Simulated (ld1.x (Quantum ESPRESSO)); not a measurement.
Transferability test, TM potential for As (Z = 33)

* Element: As
* Generator: ld1.x (Quantum ESPRESSO) 7.5
* Type: norm-conserving Troullier–Martins (Kleinman–Bylander form)
* Functional: PBE
* Relativity: fully relativistic
* Frozen core: [Ar] 3d10
* Valence charge: 5
* Reference configuration: 4s2 4p3
* Partial waves: 4s (bound): rc 1.75 bohr; 4p (bound): rc 1.65 bohr
* Local potential: all-electron potential smoothed inside 1.50 bohr (lloc = -1)
* Core correction: a·sin(br)/r model core inside 0.90 bohr

Open shells are filled in proportion to 2j + 1 (rel_dist='average').

Energies are relative to the spin-unpolarised reference configuration 4s2 4p3; without spin polarisation the order of configurations can differ from experiment. The frozen-core shift is the all-electron ΔE with the core orbitals held at their reference shape minus the fully relaxed ΔE.

Question: Give the all-electron excitation energy and the error of the potential for: 4s2 4p2; 4s2 4p1; 4s2 4p0; 4s1 4p4; 4s2 4p3.3; 4s2 4p2.5; 4s1 4p0.

Answer:

| valence configuration | charge | ΔE all-electron (eV) | error AE − PS (meV) | frozen-core shift (meV) |
| --- | --- | --- | --- | --- |
| 4s2 4p2 | +1 | 9.152 | 0.0 | +3.9 |
| 4s2 4p1 | +2 | 27.074 | -7.9 | +33 |
| 4s2 4p0 | +3 | 54.782 | -55 | +138 |
| 4s1 4p4 | 0 | 9.412 | -7.6 | +7.7 |
| 4s2 4p3.3 | -0.3 | -1.235 | 0.0 | +0.1 |
| 4s2 4p2.5 | +0.5 | 3.557 | +0.1 | +0.6 |
| 4s1 4p0 | +4 | 105.428 | -277 | +510 |

Levels in the configuration 4s2 4p3.3:

```csv
level,all-electron (eV),pseudo (eV)
4s j=1/2,-12.163,-12.163
4p j=1/2,-3.234,-3.234
4p j=3/2,-2.979,-2.979
```
